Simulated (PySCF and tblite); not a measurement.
2 regioisomers of C6H8O2:

```json
{"isomer": "A", "SMILES": "[O:1]=[CH:2][C@@H:3]1[CH2:4][CH2:5][CH2:6][C:7]1=[O:8]"}
{"isomer": "B", "SMILES": "[O:1]=[CH:2][C@@H:3]1[CH2:4][CH2:5][C:6](=[O:7])[CH2:8]1"}
```

Computed spectrum of one of them (conformer average at 298.15 K; GFN1-xTB geometries, energies wB97X/6-31+G* (IEF-PCM, benzene) (D3(BJ) added where defined), GIAO shieldings BLYP/pcSseg-1 (IEF-PCM, benzene), level shift 0.2; references on GFN2-xTB geometries), in ppm: ¹H (against TMS): 10.00 (1H), 3.69 (1H), 2.96 (1H), 2.43 (1H), 2.39 (1H), 2.11 (1H), 2.08 (1H), 2.00 (1H). ¹³C (against TMS): 218.1 (1C), 203.3 (1C), 74.6 (1C), 44.2 (1C), 27.7 (1C), 26.8 (1C). Of the H, only those on carbon are given.

Task: Which isomer is it?

Result: A. Signals are matched in order of shift, without assignment. After a straight-line scaling (slope 0.85 to 1.15) of computed carbon shifts, the largest errors are A 1.0 ppm (at 44.2), B 17.5 ppm (at 74.6). Assigned: ¹H (against TMS): 10.00 (H2, 1H), 3.69 (H3, 1H), 2.96 (H4a, 1H), 2.43 (H6a, 1H), 2.39 (H6b, 1H), 2.11 (H5b, 1H), 2.08 (H5a, 1H), 2.00 (H4b, 1H). ¹³C (against TMS): 218.1 (C7), 203.3 (C2), 74.6 (C3), 44.2 (C6), 27.7 (C4), 26.8 (C5). For comparison, at another level (GFN2-xTB geometries, energies B3LYP/def2-SVP (IEF-PCM, methanol) (D3(BJ) added where defined), GIAO shieldings KT2/pcSseg-1 (IEF-PCM, methanol)) the isomers give: A: ¹H (against TMS): 9.77 (H2, 1H), 3.88 (H3, 1H), 2.74 (H4a, 1H), 2.45 (H6a, 1H), 2.41 (H6b, 1H), 2.02 (H5a, 1H), 2.00 (H4b, 1H), 1.98 (H5b, 1H). ¹³C (against TMS): 207.9 (C7), 194.0 (C2), 70.2 (C3), 43.0 (C6), 25.9 (C4), 25.7 (C5). B: ¹H (against TMS): 9.95 (H2, 1H), 3.22 (H3, 1H), 2.74 (H8a, 1H), 2.36 (H4a, 1H), 2.30 (H5a, 1H), 2.26 (H8b, 1H), 2.21 (H4b, 1H), 2.20 (H5b, 1H). ¹³C (against TMS): 214.7 (C6), 199.1 (C2), 54.8 (C3), 41.3 (C5), 38.0 (C8), 27.1 (C4).

The conformer set may be incomplete (the search or the number kept was capped). Shifts are unscaled: against experiment ¹³C can be off by 15 ppm or more and ¹H by 0.8 ppm.
